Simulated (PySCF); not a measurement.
**Excitation energy of Br⁺ by level of theory**

Br⁺ [Ar] 3d10 4s2 4p4 (3P) → Br⁺ [Ar] 3d10 4s1 4p5 (3P), as a difference of total energies. Calculation: PySCF 2.14, in dyall-av2z; no relativity, point nucleus. Correlated levels: valence: [Ar] 3d10 frozen; virtual orbitals above 40 to 60 times the deepest correlated orbital energy dropped. The calculations carry no spin-orbit coupling.

```
           method  excitation energy (eV)
              UHF                  13.542
              LDA                  12.158
              PBE                  12.115
             PBE0                  12.496
           r2SCAN                  12.307
             BP86                  12.109
            B97-3                  12.470
           PBEsol                  12.102
            B3LYP                  12.448
    MP2 (valence)                  12.400
SCS-MP2 (valence)                  12.238
```

Q: How much does correlation contribute at MP2 (valence)?

A: 12.400 − (13.542) = -1.142 eV, measured against UHF.

These non-relativistic numbers lack the scalar-relativistic shift.

Errors of the correlated levels include the incompleteness of this basis and the frozen core.

For comparison: 11.924 eV (measured; NIST levels, between the centres of gravity of the two terms).
